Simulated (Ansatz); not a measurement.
C2H3BS (`BSC#C`), relaxed with RKS PBE0-D4/def2-TZVP in Ansatz 0.2.0 from a PBE-D4/def2-SVP geometry. The force threshold is 0.005 eV/Å; the program also tests the step.

Total charge 0; spin multiplicity 1.

Start:

```xyz
7

B    -0.099   -0.689    0.189
S    -0.152    0.426    1.909
C     0.079    1.068    0.410
C     0.172    0.757   -0.819
H    -1.219   -1.112   -0.013
H     0.914   -1.356    0.209
H     0.306    0.906   -1.886
```

| step | energy (eV) | largest force (eV/Å) | largest move (Å) |
| --- | --- | --- | --- |
| 1 | -13626.1883 | 1.026 | 0.000 |
| 2 | -13626.2341 | 0.311 | 0.022 |
| 3 | -13626.2391 | 0.183 | 0.009 |
| 4 | -13626.2410 | 0.131 | 0.006 |
| 5 | -13626.2432 | 0.133 | 0.013 |
| 6 | -13626.2446 | 0.082 | 0.012 |
| 7 | -13626.2452 | 0.030 | 0.015 |
| 8 (rejected) | -13626.2451 | 0.048 | 0.003 |
| 9 | -13626.2453 | 0.007 | 0.001 |
| 10 | -13626.2453 | 0.004 | 0.001 |

End:

```xyz
7

B    -0.104   -0.701    0.222
S    -0.151    0.423    1.886
C     0.079    1.048    0.394
C     0.177    0.788   -0.815
H    -1.198   -1.105   -0.020
H     0.897   -1.346    0.202
H     0.300    0.894   -1.870
```

It took 32 s on 2 threads of an Intel Xeon Platinum 8259CL on a shared host, with 0.31 GiB of host memory at the peak.
